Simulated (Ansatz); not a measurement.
C2H7ClSSi can be A, `C[SiH](S)CCl`, or B, `CCS[SiH2]Cl`.

Gas-phase electronic energies from Ansatz, PBE0-D4/def2-TZVP geometries. CCSD(T)/CBS is the MP2 limit (def2-TZVPP, def2-QZVPP) plus CCSD(T) − MP2 in def2-TZVPP, frozen cores. DFT in def2-TZVPP. Each species was taken in one conformer, which may not be the lowest.

A:

```xyz
12

C    -0.191    0.283   -1.760
Si    0.467    0.248   -0.017
S     1.874   -1.354    0.091
C    -0.933   -0.048    1.211
Cl   -0.287   -0.090    2.876
H     0.619    0.461   -2.472
H    -0.924    1.085   -1.878
H    -0.670   -0.663   -2.020
H     1.100    1.541    0.348
H     2.056   -1.217    1.416
H    -1.674    0.752    1.172
H    -1.436   -0.999    1.032
```

B:

Z-matrix (Å, degrees):
```
C
C 1 1.513
H 1 1.092 2 111.5
H 1 1.094 2 110.0 3 -119.6
H 1 1.091 2 111.0 3 120.4
S 2 1.829 1 114.0 3 -63.5
H 2 1.092 1 111.1 3 179.5
H 2 1.092 1 112.0 3 59.9
Si 6 2.107 2 101.3 1 76.6
Cl 9 2.062 6 111.8 2 59.8
H 9 1.479 6 106.0 2 178.8
H 9 1.481 6 113.3 2 -58.8
```

Q: Which is lower in electronic energy at CCSD(T)/CBS, and by how much? (Estimate.)

A: Ansatz gave: B, by 17.5 kcal/mol.

Q: Give E(B) − E(A) in kcal/mol with PBE-D4, r2SCAN-D4, CCSD/def2-TZVPP, MP2/def2-TZVPP, ωB97M-V, CCSD(T)/def2-TZVPP, HF/def2-TZVPP. (An estimate is asked.)

A: Computed: PBE-D4 -16.8, r2SCAN-D4 -17.2, CCSD/def2-TZVPP -17.1, MP2/def2-TZVPP -18.0, ωB97M-V -16.8, CCSD(T)/def2-TZVPP -17.0, HF/def2-TZVPP -19.4. None reverses the order clearly.

Largest T1 diagnostic: 0.010.

In def2-TZVPP, CCSD(T) changes the Hartree–Fock value by +2.5 kcal/mol (the triples alone add +0.1 kcal/mol) and MP2 by +1.4 kcal/mol.
